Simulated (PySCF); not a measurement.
C4H10OSi. Atoms are numbered in the order given.

```xyz
16

O      2.4961     1.0580    -0.4349
C      1.7388    -0.1145    -0.1699
C      0.3402     0.1772     0.3481
C     -0.6644     0.8680    -0.6349
C     -2.0232     0.2951    -0.1264
Si    -1.0144    -1.1593     0.5885
H      2.0046     1.5646    -1.1073
H      2.3153    -0.6842     0.5894
H      1.6673    -0.7722    -1.0743
H      0.4113     0.7813     1.2800
H     -0.4710     0.5048    -1.6696
H     -0.6058     1.9783    -0.6626
H     -2.8105     0.1373    -0.8877
H     -2.4423     0.9196     0.6894
H     -1.3166    -1.7113     1.9583
H     -0.8672    -2.3076    -0.3774
```
Charge 0, spin multiplicity 1.

The structure is a stationary point at PBE-D3(BJ)/def2-SVP. The structure was generated by enumeration; whether it is a known compound was not checked. The values are those of a single conformer.

Level of theory: TDA-B3LYP/def2-SVPD (PySCF).

Vertical excitations. 

Computed lowest excited states:
```csv
state,energy (eV),λ (nm),f,main pairs
S1,6.51,190,0.037,"HOMO→LUMO 72 %, HOMO→LUMO+1 18 %"
S2,6.67,186,0.002,"HOMO−1→LUMO 46 %, HOMO→LUMO+1 44 %"
S3,6.84,181,0.048,"HOMO−1→LUMO 47 %, HOMO→LUMO+1 31 %, HOMO→LUMO 20 %"
S4,7.14,174,0.005,"HOMO→LUMO+2 49 %, HOMO−1→LUMO+1 38 %"
S5,7.19,172,0.003,"HOMO−1→LUMO+1 57 %, HOMO→LUMO+2 36 %"
S6,7.29,170,0.038,HOMO−2→LUMO 86 %
T1,6.13,202,0,HOMO→LUMO 80 %
T2,6.38,194,0,HOMO−1→LUMO 82 %
```
Triplets are in the Tamm–Dancoff approximation.
